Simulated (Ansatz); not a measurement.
This geometry of a periodic cell of 17 atoms, TiSi16 (host Si, host structure diamond, interstitial Ti) is a first-order saddle point.

Level of theory: Ansatz 0.2.0, DFT PBE, scalar-relativistic, plane waves, PAW. Settings: PAW set soft_1, cutoff 420 eV, k mesh 2x2x2, fermi-dirac smearing 0.05 eV, no spin polarisation.

```xyz
17
Lattice="0.0000 5.4300 5.4300 5.4300 0.0000 5.4300 5.4300 5.4300 0.0000" Properties=species:S:1:pos:R:3
Si -0.156 0.159 -0.152
Si 1.266 1.229 1.269
Si 2.810 2.623 -0.124
Si 4.205 4.168 1.269
Si 2.664 -0.012 2.658
Si 3.921 1.509 3.913
Si 5.442 2.765 2.658
Si 6.846 4.014 4.062
Si -0.129 2.623 2.814
Si 1.265 4.168 4.209
Si 2.810 5.563 2.814
Si 4.231 6.632 4.235
Si 2.664 2.766 5.434
Si 4.069 4.014 6.839
Si 5.590 5.270 5.583
Si 6.846 6.791 6.839
Ti 2.038 3.396 2.042
```

Task: Which two structures does it join? (They come from a converged band through this point; their orientation in space is the band's.)

Result: Contacts lost: Si5–Ti17, Si6–Ti17, Si7–Ti17, Si13–Ti17. Contacts made: Si8–Ti17, Si14–Ti17, Si15–Ti17, Si16–Ti17. The atom that moves furthest is Ti17, by 2.35 Å; four of its nearest neighbours are Si6 2.42, Si4 2.43, Si2 2.43, Si10 2.43 Å at the first end and Si11 2.42, Si15 2.43, Si3 2.43, Si9 2.43 Å at the last.

Initial state:

```xyz
17
Lattice="0.0000 5.4300 5.4300 5.4300 0.0000 5.4300 5.4300 5.4300 0.0000" Properties=species:S:1:pos:R:3
Si 0.000 0.000 0.000
Si 1.315 1.313 1.314
Si 2.717 2.713 -0.038
Si 4.117 4.116 1.314
Si 2.716 -0.039 2.714
Si 4.116 1.314 4.116
Si 5.470 2.715 2.714
Si 6.774 4.087 4.089
Si -0.035 2.714 2.716
Si 1.315 4.116 4.116
Si 2.717 5.467 2.717
Si 4.091 6.770 4.089
Si 2.716 2.716 5.469
Si 4.091 4.087 6.772
Si 5.433 5.429 5.431
Si 6.774 6.771 6.772
Ti 2.717 2.714 2.715
```

Final state:

```xyz
17
Lattice="0.0000 5.4300 5.4300 5.4300 0.0000 5.4300 5.4300 5.4300 0.0000" Properties=species:S:1:pos:R:3
Si -0.012 0.015 -0.013
Si 1.361 1.318 1.360
Si 2.762 2.671 -0.040
Si 4.115 4.072 1.360
Si 2.734 0.015 2.733
Si 4.077 1.357 4.076
Si 5.418 2.699 2.733
Si 6.791 4.071 4.037
Si -0.039 2.671 2.761
Si 1.361 4.072 4.114
Si 2.761 5.472 2.760
Si 4.076 6.786 4.075
Si 2.734 2.698 5.417
Si 4.037 4.071 6.790
Si 5.392 5.472 5.390
Si 6.791 6.825 6.790
Ti 1.361 4.072 1.360
```

Task: How far does it lie above each of them?

Result: 1.73 eV above the first and 1.73 eV above the second. This is the barrier of this one path; another mechanism may lie lower. Limits of this set-up: coarse k mesh, a small cell, in which the defect meets its images.

Run time: 16 min on 1 thread of Arm Neoverse V2, on a shared host, peak memory 0.8 GiB.
